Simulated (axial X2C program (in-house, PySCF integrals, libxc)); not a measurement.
# Nuclear properties of NaRe⁻

Calculated with an in-house all-electron X2C program for linear molecules (integrals from PySCF): two-component X2C with atomic mean-field Coulomb and Gaunt terms, Gaussian nuclei, basis Re dyall-acv3z, Na dyall-av3z with contracted cores.

R = 3.327 Å (near the PBE0 minimum at charge -1 of the determinant lowest at the starting distance; the state shown can have its own minimum elsewhere).

Input and command:
```json
{"zs": [75, 11], "q": -1, "bas": ["dyall-acv3z", "dyall-av3z"], "r0": 2.86, "levels": ["PBE0", "HF", "B3LYP", "TPSSh", "PBE"], "nst": 3}
```
```bash
python soeom.py task.json out
```

Keys: zs atomic numbers; q charge; bas basis sets; r0 starting distance in Å; levels methods; nst determinants followed.

Determinant lowest in the PBE0 search, Ω = 5/2 (⟨Sz⟩ = 2.45, ⟨Lz⟩ = 0.05 at PBE0), spin on the atoms Re 2.20, Na 0.25:

```csv
level,Eeff magnitude (GV/cm),Ws magnitude Re (kHz),A∥/gI Re (MHz),qzz Re (a.u.),A∥/gI Na (MHz),qzz Na (a.u.)
PBE0,3.1,1.96,185,-2.94,-0.569,-0.08
HF,6.39,2.57,78.8,1.69,22,-0.11
B3LYP,4.08,2.27,149,-2.88,10.4,-0.08
TPSSh,8,3.94,196,-3.17,8.96,-0.11
PBE,6.07,3.03,200,-2.99,10,-0.08
```

Eeff is the effective electric field on the electron electric dipole moment in this Ω state and Ws the scalar–pseudoscalar constant of the nucleus named (defined with the proton number Z and per Ω); A∥ (defined per Ω) follows by multiplying with gI = μI/(I μN); qzz is the electric field gradient, eQq0 = 234.96 MHz × Q/barn × qzz. The operators were transformed with the bare-nucleus X2C matrices; with these basis sets, hyperfine constants and field gradients can be off by tens of per cent, and where levels differ in sign neither size nor sign is settled.

(1) With Q(23Na) = 0.104 barn (Q from Pyykkö, Mol. Phys. 2018), turn the PBE0 values of the first state into constants in MHz.

Each state is one determinant with collinear spin, which with several unpaired electrons need not be a pure state. Unrestricted Hartree–Fock can overshoot spin polarisation at the nuclei. In the state Ω = 5/2 the sign of Eeff differs between levels (HF against PBE0). For an anion, determinants above electron detachment, or with a positive highest level, are held by the basis set. This is the top spin component of a Σ state; components of lower Ω are not single determinants and can lie lower. With several open shells hyperfine constants can be off by a factor of several. Where Eeff spreads by more than a factor of two the levels disagree and none is to be relied on. States lie within half an eV, so the first need not be the ground state. The sign of Ws at Re differs between levels in the first state. Further determinants of the search, some of them spin-mixed, are not shown. Where a field gradient or hyperfine factor spreads by more than a factor of two over the levels, a constant derived from it is not to be relied on.

Answers

(1) eQq0(23Na) = 234.96 × (0.104) × (-0.08) = -1.95 MHz.
